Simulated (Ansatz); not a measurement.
Species: C₅H₇Si, charge 0, multiplicity 2. SMILES: [SiH3]C1=[C]C=CC1
Geometry from a B3LYP-D3(BJ)/def2-TZVP (Ansatz, a quantum-chemistry and plane-wave program) optimisation:
```
C
C 1 1.3337
C 2 1.4511 1 115.24
C 3 1.3457 2 106.34 1 0.00
H 3 1.0787 4 127.58 2 -180.00
H 4 1.0808 3 126.57 5 0.00
C 4 1.5040 6 123.69 3 -180.00
H 7 1.0957 4 111.65 6 -59.64
H 7 1.0957 8 106.65 4 -122.20
Si 1 1.8497 2 129.19 3 180.00
H 10 1.4790 1 109.71 2 0.00
H 10 1.4844 11 109.40 1 121.41
H 10 1.4844 11 109.40 12 117.18
```
Charge 0, spin multiplicity 2.

Wanted: enthalpy of formation at 298 K, in kcal/mol. Terms: UHF or UKS for open shells; non-relativistic; no spin-orbit coupling; 6-311+G** with 5d, 6d on Na to Ar in Ansatz; LANL2DZ with its own core potentials from Na on; no dispersion term unless named; six Cartesian d functions in 6-31G* and its kin unless marked 5d. First-principles rows: single points at B3LYP-D3(BJ) geometries (Ansatz), with unscaled harmonic terms from B3LYP/6-31G* (Ansatz) at its own minima, enthalpies of formation by atomisation with measured atoms.

```json
[
 {"level": "B3LYP/STO-3G", "program": "Ansatz", "enthalpy of formation at 298 K (kcal/mol)": "-144.1"},
 {"level": "B3LYP/3-21G", "program": "Ansatz", "enthalpy of formation at 298 K (kcal/mol)": "147.9"},
 {"level": "B3LYP/LANL2DZ", "program": "Ansatz", "enthalpy of formation at 298 K (kcal/mol)": "160.5"},
 {"level": "B3LYP/6-31G", "program": "Ansatz", "enthalpy of formation at 298 K (kcal/mol)": "158.4"},
 {"level": "B3LYP/6-31G*", "program": "Ansatz", "enthalpy of formation at 298 K (kcal/mol)": "115.2"},
 {"level": "B3LYP/6-31+G*", "program": "Ansatz", "enthalpy of formation at 298 K (kcal/mol)": "125.6"},
 {"level": "B3LYP/6-31G**", "program": "Ansatz", "enthalpy of formation at 298 K (kcal/mol)": "109.3"},
 {"level": "B3LYP/def2-SVP", "program": "Ansatz", "enthalpy of formation at 298 K (kcal/mol)": "103.1"},
 {"level": "B3LYP/cc-pVDZ", "program": "Ansatz", "enthalpy of formation at 298 K (kcal/mol)": "133.1"},
 {"level": "B3LYP/6-311+G**", "program": "Ansatz", "enthalpy of formation at 298 K (kcal/mol)": "123.1"},
 {"level": "B3LYP/def2-TZVPD", "program": "Ansatz", "enthalpy of formation at 298 K (kcal/mol)": "112.9"}
]
```

No value to compare with is used here. The 10 habitual levels span -144.1 (B3LYP/STO-3G) to 160.5 kcal/mol (B3LYP/LANL2DZ); B3LYP/def2-TZVPD gives 112.9.

The sets are all those run for this method; left out are runs that failed, that the program found above a lower state of the same kind, or whose <S^2> lies over 0.5 above the pure value.
